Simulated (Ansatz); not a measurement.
Ansatz (an electronic-structure program) input (CCSD(T)/def2-TZVPPD):
A basis named .json is the Basis Set Exchange file of that set.

Ansatz 0.2 input:
```yaml
crystal:
  periodic: [false, false, false]
  atoms:
    - {symbol: F, position_ang: [-1.20980663, -1.02083954, 0.80959829]}
    - {symbol: Si, position_ang: [-0.50175556, -0.17219523, -0.34490829]}
    - {symbol: F, position_ang: [-1.18385204, 1.27291940, -0.37331674]}
    - {symbol: Si, position_ang: [1.74702326, 0.08648307, 0.20602883]}
    - {symbol: H, position_ang: [-0.83360216, -0.82890978, -1.62560704]}
    - {symbol: H, position_ang: [2.48364861, 0.96333682, -0.73695359]}
    - {symbol: H, position_ang: [2.45913385, -1.20317566, 0.38033914]}
basis:
  gaussian:
    orbitals: def2-TZVPPD.json
magnetization: {spin_polarized: true, initial_magnetization: 1}
correlation: {method: ccsd_t, electrons: outside_noble_gas}
```

Output:

```
Functional definition: HF
integrals: 1.96 GiB planned
1335 factors; integrals over basis functions are off by at most 1.5e-3 eV
1.24 GiB of device memory are held for the factors and their scratch space
mean field: 1.15 GiB planned
mean field evaluation 1: about -21186.5265 eV, gradient 2.6e1 eV
mean field evaluation 2: about -21186.5282 eV, gradient 2.6e1 eV
mean field evaluation 4: about -21189.4373 eV, gradient 2.4e0 eV
mean field evaluation 8: about -21189.5345 eV, gradient 1.2e-1 eV
mean field evaluation 16: about -21189.5179 eV, gradient 7.3e-1 eV
mean field -21189.53502843 eV, -778.7010495121 hartree, gradient 4.3e-6 eV, S^2 0.760241; 0 other end points of the search recorded, 0 dependent functions left out
12 core orbitals not correlated
reference -21189.53502843 eV, -778.7010495121 hartree; 13, 12 occupied and 202, 203 virtual orbitals, 1335 factors
second order -19.66183635 eV of doubles, -0.00000000 eV of singles
coupled cluster: 13.50 GiB planned
cycle   1  -19.92387812 eV  change   -2.6e-1 eV  update   1.0e-1
cycle   2  -20.40301275 eV  change   -4.8e-1 eV  update   3.3e-2
cycle   3  -20.53528165 eV  change   -1.3e-1 eV  update   1.8e-2
cycle   4  -20.52260302 eV  change    1.3e-2 eV  update   5.2e-3
cycle   5  -20.52056257 eV  change    2.0e-3 eV  update   2.5e-3
cycle   6  -20.52204679 eV  change   -1.5e-3 eV  update   1.1e-3
cycle   7  -20.52174239 eV  change    3.0e-4 eV  update   5.2e-4
cycle   8  -20.52174162 eV  change    7.6e-7 eV  update   2.3e-4
cycle   9  -20.52189056 eV  change   -1.5e-4 eV  update   1.2e-4
cycle  10  -20.52185473 eV  change    3.6e-5 eV  update   5.6e-5
cycle  11  -20.52184320 eV  change    1.2e-5 eV  update   2.9e-5
perturbative correction -0.63537754 eV, -0.0233496938 hartree
Total energy: -21210.69224917 eV, -779.4785630335 hartree
```

It need not be the lowest isomer of its formula.
